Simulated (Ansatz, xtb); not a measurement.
AlFH4NSi: where a starting geometry ends

The starting geometry of this gas-phase doublet was built from a drawn formula by distance geometry and a force field; its bonds are those of `[NH2][Al][SiH2]F`.

| atom | x (Å) | y (Å) | z (Å) |
| --- | --- | --- | --- |
| Al | 1.6164 | -0.9420 | -0.0529 |
| F | 1.0819 | 2.3374 | -0.0932 |
| N | -0.1635 | -1.3307 | -0.5340 |
| Si | 2.3514 | 1.2509 | 0.2083 |
| H | -0.3713 | -0.8081 | -1.4370 |
| H | -0.7917 | -0.8550 | 0.1948 |
| H | 3.4472 | 1.5401 | -0.7441 |
| H | 2.8443 | 1.4881 | 1.5692 |

**Question.** Predict what it relaxes into with r2SCAN-D4/def2-SVP.

**Answer.** It keeps its bonds, and is `[NH2][Al][SiH2]F`.

The energy falls by 0.86 eV over 24 steps:

| step | E − E(last) (eV) |
| --- | --- |
| 1 | 0.865 |
| 4 | 0.476 |
| 6 | 0.368 |
| 9 | 0.155 |
| 11 | 0.042 |
| 14 | 0.005 |
| 16 | 0.002 |
| 19 | 0.000 |
| 21 | 0.000 |
| 24 | 0.000 |

Final geometry (Å):

```xyz
8

Al    1.6563   -1.0178   -0.3499
F     1.0590    2.2463    0.2844
N    -0.1101   -1.0414   -0.5918
Si    2.3920    1.2810    0.2463
H    -0.6977   -1.8319   -0.8419
H    -0.6867   -0.2075   -0.4876
H     3.3512    1.8794   -0.7380
H     3.0506    1.3726    1.5896
```

From the same start GFN2-xTB ends elsewhere, at `[NH2][Al]([F])[SiH2]`.

No frequencies were run, so the end isn't proven a minimum. Open shells are spin-unrestricted. Run with Ansatz 0.2.0, 2.9 min on 2 threads of AMD EPYC 7R43 64-Core Processor (Zen 3), with other jobs on the host.
